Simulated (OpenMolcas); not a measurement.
Rh III: effect of the IPEA shift

```yaml
Program: OpenMolcas
Basis: ANO-RCC-VTZP [7s6p4d2f1g]
Scalar_Hamiltonian: DKH2, point nucleus
Active_space: 7 electrons in 6 orbitals (4d 5s)
State_averaging: 2S+1 = 4 even, 60 roots; 2S+1 = 6 even, 5 roots kept (CI in the orbitals of an earlier block); 2S+1 = 2 even, 110 roots kept (CI in the orbitals of an earlier block)
Spin-orbit_coupling: RASSI with atomic mean-field integrals over the reference wave functions, term energies averaged over their components
```

Methods on the same reference wave functions:
A. CASSCF
B. MS-CASPT2, IPEA 0 Eh, imaginary shift 0.1 Eh (closed shells correlated: 4s 4p)
C. MS-CASPT2, IPEA 0.25 Eh, imaginary shift 0.1 Eh (closed shells correlated: 4s 4p)

Energies in cm-1 above 4d7 4F 9/2, the measured ground level; measured values from the list in Shadmi, J. Res. Natl. Bur. Stand. 70A, 435 (1966).

| Level | A | B | C | Measured |
| --- | --- | --- | --- | --- |
| 4d7 4F 9/2 | 0.0 | 0.0 | 0.0 | 0.0 |
| 4d7 4F 7/2 | 2188 | 2240 | 2230 | 2148 |
| 4d7 4F 5/2 | 3623 | 3620 | 3620 | 3486 |
| 4d7 4F 3/2 | 4543 | 4480 | 4490 | 4322 |
| 4d7 4P 5/2 | 14949 | 10770 | 11180 | 11062 |
| 4d7 4P 3/2 [73 %] | 15080 | 10600 | 11110 | 10997 |
| 4d7 2G 9/2 | 15950 | 12650 | 13340 |  |
| 4d7 4P 1/2 | 16496 | 12210 | 12650 |  |
| 4d7 2G 7/2 | 18101 | 14750 | 15470 |  |
| 4d7 2P 3/2 [51 %] | 20747 | 15610 | 16330 |  |
| 4d7 2H 11/2 | 21359 | 17550 | 18230 |  |
| 4d7 2D 5/2(1) | 22832 | 17890 | 18650 |  |
| 4d7 2P 1/2 | 23106 | 17580 | 18370 |  |
| 4d7 2H 9/2 | 23495 | 19740 | 20420 |  |
| 4d7 2D 3/2(1) [69 %] | 26494 | 21390 | 22160 |  |
| 4d7 2F 5/2 | 34788 | 26440 | 27350 |  |
| 4d7 2F 7/2 | 35811 | 27530 | 28440 |  |
| 4d6 5s 6D 9/2 | 37023 | 41530 | 42210 | 43022 |
| 4d6 5s 6D 7/2 | 38316 | 42840 | 43510 | 44394 |
| 4d6 5s 6D 5/2 | 39191 | 43690 | 44370 | 45278 |
| 4d6 5s 6D 3/2 | 39781 | 44270 | 44950 | 45877 |
| 4d6 5s 6D 1/2 | 40126 | 44610 | 45290 |  |
| 4d6 5s 4D 7/2(1) | 50653 | 51680 | 52870 |  |
| 4d6 5s 4D 5/2(1) | 52098 | 53130 | 54320 |  |

Deviations, from unrounded energies. A percentage is the sum of absolute deviations over the sum of measured energies, with the sign that they share, or ± where signs differ.

| Against measurement | Levels | A | B | C |
| --- | --- | --- | --- | --- |
| mean absolute deviation (cm-1) | 9 | 3600 | 810 | 460 |
| fine structure of the ground term (%) | 3 | +4.0 | +3.9 | +3.8 |
| other terms of the ground configuration (%) | 2 | +36.1 | -3.2 | +1.0 |
| other configurations (%) | 4 | -13.6 | -3.5 | -2.0 |

C lies closest to measurement on these levels and A furthest from it. The largest miss of C in the table is 4d6 5s 6D 3/2, by -930 cm-1. The ranking rests on the paired levels alone, and a cruder setting can come out closer through cancelling errors.

Between B and C the level of the table that moves most is 4d6 5s 4D 5/2(1), by 1200 cm-1 (lowest in B, highest in C). Moves below CASPT2's spread within the term are not significant.

The mean deviations of B to C differ by less than CASPT2's widest spread within a term (1300 cm-1), so their order carries little weight.

From A to B the spin-free energies of the other terms of 4d7 shown, above 4F, scale by factors of 0.69 to 0.80.

The lowest spin-free term lies below A's lowest term by 0.495 hartree in B, 0.484 hartree in C.

Term energies are means over components that CASPT2 splits; among the terms shown or strongly mixed into the levels shown the widest spread is 1300 cm-1 (4d7 4F, B). Terms from blocks run as CI alone lack orbitals of their own. A single d shell beside an s shell can misplace configurations of different d count against each other. Without dynamic correlation excited terms often stand tens of per cent too high (terms of higher spin than the ground term too low), and those without a measured partner can miss by more than the paired ones (holds for A). Blocks of more than 70 roots (2S+1 = 2 even) ran without multistate coupling (holds for B; C). The CASPT2 spread within a term exceeds the gap to the next term for 4d7 2H and 4d7 2D(1), so the order of their levels is uncertain (holds for B; C). Computed and measured levels are paired by configuration, term and J; levels that our copy of the source lacks, or whose pairing is in doubt (as where it misses far off the trend of its configuration), stay unpaired and out of the deviations. Levels of configurations outside the active space are missing. The table leaves out levels that lie high or whose names do not pair safely across all columns.

A share in square brackets marks a mixed level and gives the weight of the term that names it, the lowest over the columns. A number in round brackets counts repeated terms of one configuration in the order of the reference energies.
